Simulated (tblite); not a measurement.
Compound: C3H12SSi3.
Cartesian coordinates in Å at the GFN2-xTB level; atoms count from 1:
```xyz
19
C3H12SSi3 angstrom
C     -1.5385   -1.8748   -0.0968
C     -1.4008   -0.5717   -0.3024
C     -2.1762    0.4323    0.4955
Si    -0.1949    0.1405   -1.5759
Si     1.1528    1.7662   -0.6177
S      1.5283    1.4034    1.4902
Si     2.4283   -0.5324    1.5372
H     -2.2206   -2.2726    0.6405
H     -0.9768   -2.6034   -0.6580
H     -2.9008   -0.0516    1.1476
H     -2.7027    1.1191   -0.1662
H     -1.4968    1.0234    1.1106
H      0.5721   -0.9734   -2.1529
H     -0.9756    0.7436   -2.6672
H      0.5873    3.1095   -0.5345
H      2.4814    1.8871   -1.2229
H      1.4260   -1.5103    1.1300
H      2.8428   -0.6807    2.9203
H      3.5549   -0.5450    0.6101
```

Level: GFN2-xTB in tblite, geometry and Hessian alike; calculated harmonic values, unscaled, isolated species. This tight-binding method is rough: wavenumbers can miss measured ones by several per cent, in bad cases by 10 to 20. Modes of hydrogen on silicon can be 10 to 20 % off. One conformer, not necessarily the lowest.

Harmonic wavenumbers (cm⁻¹): 25.5, 40.7, 46.7, 69.6, 79.8, 110.8, 151.7, 156.7, 250.5, 337.3, 353.1, 383.3, 413.8, 449.0, 493.6, 514.3, 534.6, 558.0, 572.2, 601.2, 629.0, 664.6, 675.7, 707.8, 755.0, 771.9, 776.4, 792.2, 801.4, 907.8, 962.7, 1013.6, 1040.8, 1213.6, 1402.3, 1423.1, 1481.2, 1485.5, 1679.9, 2181.8, 2188.1, 2223.0, 2280.3, 2289.5, 2305.2, 2368.2, 2994.2, 3010.6, 3024.5, 3065.7, 3102.7.

A = 1446, B = 799.7, C = 681.3 MHz; mass 163.997 u (most abundant isotopes); point group C1, symmetry number 1.

**Question.** What is the zero-point energy?

**Answer.** ½Σν̃ = 28180 cm⁻¹ = 337.11 kJ/mol.

**Question.** Give the ideal-gas entropy at 200 K and 1 bar in the rigid-rotor, harmonic-oscillator model (classical rotation).

**Answer.** Translation 164.16, rotation 122.17, vibration 134.66: S = 421.0 J/(mol K).

**Question.** And Cp and H(200 K) − H(0)?

**Answer.** Cp = 155.05 J/(mol K), of which vibrations give 121.79 (their classical limit is 51 R = 424.0); H(200 K) − H(0) = 19.84 kJ/mol without the zero-point energy, 13.19 from vibrations.

**Question.** What must be added to the electronic energy to get the Gibbs energy at 200 K and 1 bar?

**Answer.** ZPE + [H(200 K) − H(0)] − T·S = 337.11 + 19.84 − 84.20 = 272.75 kJ/mol.

**Question.** How do the functions run with temperature in this model?

**Answer.** 
```json
{"T (K)": "50", "S (J/(mol K))": "274.7", "Cp (J/(mol K))": "75.5", "H − H(0) (kJ/mol)": "2.70", "G − H(0) (kJ/mol)": "-11.03", "ln q(vib)": "1.65"}
{"T (K)": "100", "S (J/(mol K))": "335.0", "Cp (J/(mol K))": "100.6", "H − H(0) (kJ/mol)": "7.13", "G − H(0) (kJ/mol)": "-26.38", "ln q(vib)": "4.06"}
{"T (K)": "298.15", "S (J/(mol K))": "492.5", "Cp (J/(mol K))": "204.7", "H − H(0) (kJ/mol)": "37.59", "G − H(0) (kJ/mol)": "-109.26", "ln q(vib)": "12.04"}
{"T (K)": "373.15", "S (J/(mol K))": "541.8", "Cp (J/(mol K))": "234.8", "H − H(0) (kJ/mol)": "54.11", "G − H(0) (kJ/mol)": "-148.07", "ln q(vib)": "14.79"}
{"T (K)": "500", "S (J/(mol K))": "616.3", "Cp (J/(mol K))": "274.1", "H − H(0) (kJ/mol)": "86.52", "G − H(0) (kJ/mol)": "-221.64", "ln q(vib)": "19.21"}
{"T (K)": "750", "S (J/(mol K))": "738.4", "Cp (J/(mol K))": "327.7", "H − H(0) (kJ/mol)": "162.23", "G − H(0) (kJ/mol)": "-391.55", "ln q(vib)": "27.06"}
{"T (K)": "1000", "S (J/(mol K))": "837.9", "Cp (J/(mol K))": "363.5", "H − H(0) (kJ/mol)": "248.93", "G − H(0) (kJ/mol)": "-588.96", "ln q(vib)": "33.96"}
```

q(vib) and H(0) count from the zero-point level.

Hindered rotation and anharmonicity are outside this model. Other conformers, if any are populated, would add a mixing term that is left out. The structure is chiral; the term R ln 2 for an equal mix with its mirror image is left out.
